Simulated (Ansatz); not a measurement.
A made-up structure of Al₂BH₅O, closed shell:

```xyz
9
angstrom
B 0.1738 -2.2556 -0.9738
Al 0.5599 0.5847 0.7961
O 0.3327 -0.8248 -0.1068
Al -0.7384 2.2299 0.4551
H -2.0378 2.4268 1.2188
H -0.4440 3.3161 -0.5667
H 1.7469 0.5870 1.8574
H -0.5207 -3.0740 -0.5611
H 0.7576 -2.3695 -1.9581
```

It is relaxed with PBE-D4/def2-SVP and then PBE0-D4/def2-TZVP (Ansatz 0.2.0). Atoms count as bonded within 1.22 times the sum of their covalent radii (H–H: 0.88 Å). The end point is not checked to be a true minimum.

Q: Does its bonding change? (Judge from chemistry; the calculation decides.)

A: By the calculation: No: no bond forms or breaks.

Where it ends: The first stage lowers the energy by 2.74 eV in 7 steps. It ends as Al₂BH₅O ([BH2][O][AlH][AlH2]):
```
9
angstrom
B 0.2155 -2.1133 -0.8661
Al 0.7035 0.3585 0.8127
O 0.4284 -1.0256 -0.1284
Al -0.8819 2.3617 0.3921
H -2.2407 2.5348 1.2054
H -0.5448 3.4785 -0.6927
H 1.9147 0.2228 1.8333
H -0.5389 -2.9645 -0.4683
H 0.7742 -2.2320 -1.9272
```

Labels in which every atom is bracketed show which atoms are joined, not bond orders.

For scale, one of the runs: PBE0-D4/def2-TZVP relaxation, 166 basis functions, launched by `ansatz run in.yaml --threads 2 --pin off --events-out ev --progress --plain --max-ram 4352MiB`. Hardware: 2 CPU threads of an Arm Neoverse V2, shared host. Wall time about 23 s.
